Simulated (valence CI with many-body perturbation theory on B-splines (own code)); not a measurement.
Results of a calculation; reference values are marked as such.
Er⁶²⁺: input, log and results

The program does CI of the valence electrons with many-body perturbation theory for a frozen closed Dirac-Fock core.

Command, and the settings that its task file holds:

```sh
python run_cv.py task.json out
```

```
atom Er  Z=68  mass_number=166  rms_radius_fm=5.2516
core [He]
valence 2s4
avg = 1
basis = S
breit = 1
cap = 10000
capref = 1200
cscale = 1
de = 0.0
dress = 0
eps = 2e-08
extrap = 1
h = 0.27
hh = 1
l2 = 3
lcore = 6
maxit = 60
n2 = 5
natural = 1
nlev = 20
nno = [3, 3, 3, 2, 1]
nroot = 26
nsp = [3, 3, 2, 1, 0]
pt2 = 1
qed = 1
rpa = 1
s1 = 1
s2 = 1
s3 = 1
screen = 1
tol = 2e-05
whole = 1
```

Problem. What became of the run, and why?

Solution. It gave no result: a shell was given more electrons than it holds. The program said: "a valence shell holds more than 4l+2 electrons".
